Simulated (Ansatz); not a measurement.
Gas-phase electronic energies from Ansatz, PBE0-D4/def2-TZVP geometries. CBS: MP2 limit from def2 TZ/QZ plus the TZ coupled-cluster correction, frozen cores. This one scheme is used for every species. DFT in def2-TZVPP. B3LYP here is the variant with VWN-RPA as its local correlation; programs differ in this. One conformer a species, not always the lowest.

`C[SiH](O)[Si](O)(F)F` → `O[Si](O)(F)F` + `C[SiH]`  (silylene formation by 1,1-elimination)

| level | ΔE (kJ/mol) | difference from CCSD(T)/CBS |
| --- | --- | --- |
| PBE-D4 | 217.3 | 19.8 |
| r2SCAN-D4 | 218.0 | 20.5 |
| PBE0-D4 | 217.9 | 20.4 |
| B3LYP-D4 | 202.6 | 5.1 |
| ωB97X-V | 214.5 | 17.0 |
| ωB97M-V | 193.2 | -4.3 |
| B2PLYP | 193.1 | -4.4 |
| PBE | 206.6 | 9.1 |
| r2SCAN | 214.7 | 17.2 |
| PBE0 | 208.1 | 10.6 |
| B3LYP | 185.7 | -11.8 |
| HF/def2-TZVPP | 169.1 | -28.4 |
| MP2/def2-TZVPP | 204.4 | 6.9 |
| SCS-MP2/def2-TZVPP | 194.3 | -3.2 |
| CCSD/def2-TZVPP | 184.5 | -13.0 |
| CCSD(T)/def2-TZVPP | 189.7 | -7.8 |
| HF/def2-QZVPP | 168.6 | -28.9 |
| MP2/def2-QZVPP | 208.7 | 11.2 |
| SCS-MP2/def2-QZVPP | 198.7 | 1.2 |
| HF/CBS(def2) | 168.5 | -29.0 |
| MP2/CBS(def2) | 212.2 | 14.7 |
| CCSD/CBS(def2) | 192.3 | -5.2 |
| CCSD(T)/CBS | 197.5 | 0 |

Largest T1 diagnostic among the species: 0.012.

In def2-TZVPP, CCSD(T) changes the Hartree–Fock value by +20.6 kJ/mol (the triples alone add +5.2 kJ/mol) and MP2 by +35.3 kJ/mol. The D4 term adds +16.9 kJ/mol with B3LYP and +9.8 kJ/mol with PBE0; it sums over pairs of atoms, weighted by their polarisabilities, and B3LYP, whose exchange is more repulsive, gets the larger term.
